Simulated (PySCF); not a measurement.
**HFeS: from structure and modes to constants**

Level of theory: PySCF, UPBE0, basis Fe def2-TZVP, S def2-TZVP, H def2-TZVP (no relativity, density fitting).

The sextet minimum has C∞v symmetry. Masses (u): Fe 55.93494, S 31.97207, H 1.00782.

```xyz
3
charge 0 multiplicity 6, angstrom
Fe    0.0000    0.0000    0.7222
S     0.0000    0.0000   -1.3376
H     0.0000    0.0000    2.3517
```

Harmonic wavenumbers (cm⁻¹): 162.5 (π, ×2), 505.0 (σ+, ×1), 1755.3 (σ+, ×1).

(1) Find the principal moments of inertia and the rotational constants. What kind of rotor is it?

(2) Find the vibrational entropy and heat capacity at 298.15 K.

Answers

(1) About the centre of mass I = 91.957 u Å². With B = 16.8576/I this gives 0.1833 cm⁻¹. The molecule is linear.

(2) With u = 1.43878 ω/T, each mode gives S = R[u/(eᵘ−1) − ln(1−e⁻ᵘ)] and C = R u² eᵘ/(eᵘ−1)².
```
  ω (cm⁻¹)      u  S (J/(mol K))  C (J/(mol K))
162.5 (×2)  0.784          10.54           7.90
     505.0  2.437           2.70           5.18
    1755.3  8.470           0.02           0.13
```
The sums over all modes are S = 23.8 and C = 21.1 J/(mol K); the softest mode gives 44 % of the entropy (each member, where degenerate).

This need not be the most stable arrangement of these atoms. Other spin states or occupations of the open shell can lie lower.
